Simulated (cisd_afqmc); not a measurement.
Input (AFQMC/CISD/def2-SVP; cisd_afqmc is a phaseless AFQMC code with CISD trial states that reads the integrals written by Ansatz):

Ansatz 0.2 input:
```python
import cisd_afqmc

open("ham.yaml", "w").write("""\
crystal:
  periodic: [false, false, false]
  atoms:
    - {symbol: Na, position_ang: [-0.00000000, -0.00000000, -1.12369122]}
    - {symbol: F, position_ang: [0.00000000, 0.00000000, 1.37340038]}
basis:
  gaussian:
    orbitals: def2-SVP
total_charge: 1
magnetization: {spin_polarized: true, initial_magnetization: 1}
correlation: {method: ccsd, electrons: outside_noble_gas, hamiltonian_folder: ham}
""")
rep = cisd_afqmc.ansatz("ham.yaml")
e_ccsd = rep["correlation"]["coupled_cluster"]["energy"]["hartree"]
out = cisd_afqmc.run("ham", e_ccsd, trial="CISD", walkers=200, populations=8, threads=8, dt=0.005, steps=40, early=24, settle=10, least=32,
    cut=5e-5, rank_cut=2e-4, target=0.0004, seconds=1500, seed=1, memory=17280, gpu=False)
```

Output:

```
orbitals 23, occupied [4, 3], factors 94 of 261, rank of the doubles 64 of 136
E(HF) = -260.904427
E(CCSD) on the cut factors = -261.055868, shift to the whole factors 0.000005
Energy of the trial state on the determinant = -261.055759
  tau behind 7.2 of longer steps, mean of the populations' last blocks
   2.0  -261.05703
   4.0  -261.05739
   6.0  -261.05793
   8.0  -261.05741
blocks 422 (12 outliers left out), error by blocks joined: 1: 0.00005, 2: 0.00005, 4: 0.00006, 8: 0.00007, 16: 0.00008
E(AFQMC/CISD) = -261.05716 +/- 0.00008
```
